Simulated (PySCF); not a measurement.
An unknown is described by computed data only.

Formula: C6H9BOSi.

| Quantity | Value |
| --- | --- |
| NMR, other nuclei | isotropic shieldings of nuclei other than C and H, by class: 64 (1 B), 221 (1 O), 395 (1 Si) ppm [GIAO PBE0/pcSseg-1] |
| 13C NMR | chemical shifts (computed TMS as zero) by class: 153.6 (2 C), 153.5 (2 C), 140.8 (2 C) ppm [GIAO PBE0/pcSseg-1] |
| UV, first state | lowest singlet excitation: 4.28 eV (290 nm, f = 0.120) [TDDFT B3LYP/def2-SVPD] |
| Triplet | lowest triplet excitation (Tamm–Dancoff): 2.60 eV [TDA B3LYP/def2-SVPD] |
| 1H NMR | chemical shifts (computed TMS as zero) by class: 7.80 (2 H), 7.53 (2 H), 7.12 (2 H), 5.23 (3 H) ppm [GIAO PBE0/pcSseg-1] |
| Rotational structure | rotational constants A, B, C: 3.245, 0.752, 0.615 GHz [PBE0-D3(BJ)/def2-SVP] |
| Polarisability | 120.3 au [B3LYP/def2-SVPD] |
| Valence photoelectron | vertical ionisation energy: 8.46 eV [ΔSCF B3LYP/def2-SVPD] |
| Dipole | 1.51 D [B3LYP/def2-SVPD] |
| UV, strongest line | among the 10 lowest singlet transitions: S8 at 6.08 eV (204 nm, f = 0.802) [TDDFT B3LYP/def2-SVPD] |

The electronic properties come from PySCF, for the isolated species, density fitting. Levels stand in brackets. The structure is a single PBE0-D3(BJ)/def2-SVP conformer in the gas phase; no vibrational or solvent corrections. Each NMR value is the plain mean over a class of atoms that symmetry, rotation or inversion makes alike.

Question: Give a SMILES that accounts for the data.

Answer: Numbering: `[SiH3:1][O:2][B:3]1[CH:4]=[CH:5][CH:6]=[CH:7][CH:8]=[CH:9]1`. 6 carbons fall into 3 classes; from least to most shielded: unsaturated ring CH carbon [C4/C9] (153.6 ppm, 2 C, up to 8.7 ppm apart in this geometry), unsaturated ring CH carbon [C5/C8] (153.5 ppm, 2 C), unsaturated ring CH carbon [C6/C7] (140.8 ppm, 2 C). Hydrogen classes from least to most shielded: 2 H on 2 unsaturated ring CH carbons, C5/C8 (7.80 ppm), 2 H on 2 unsaturated ring CH carbons, C4/C9 (7.53 ppm), 2 H on 2 unsaturated ring CH carbons, C6/C7 (7.12 ppm), 3 H on an oxygen-bound silicon, Si1 (5.23 ppm). The other shieldings belong to: 64 ppm, ring boron [B3]; 221 ppm, boron-bound oxygen [O2]; 395 ppm, oxygen-bound silicon [Si1]. S1 is mainly HOMO→LUMO (weight 0.96); the largest Löwdin shares of the orbital it empties are 0.16 on an unsaturated ring CH carbon and 0.15 on each of 3 atoms of one kind (unsaturated ring CH carbon), of the orbital it fills 0.18 on each of 2 atoms of one kind (unsaturated ring CH carbon), 0.16 on an unsaturated ring CH carbon and 0.15 on an unsaturated ring CH carbon. By its constants the optimised geometry is an asymmetric top. Structure: `[SiH3]OB1C=CC=CC=C1`. The assignments are read from this structure; whether some other isomer fits the data as well wasn't checked.

Shape of the structure used: `[SiH3:1][O:2][B:3]1[CH:4]=[CH:5][CH:6]=[CH:7][CH:8]=[CH:9]1`: Si1–O2–B3–C4 3°.
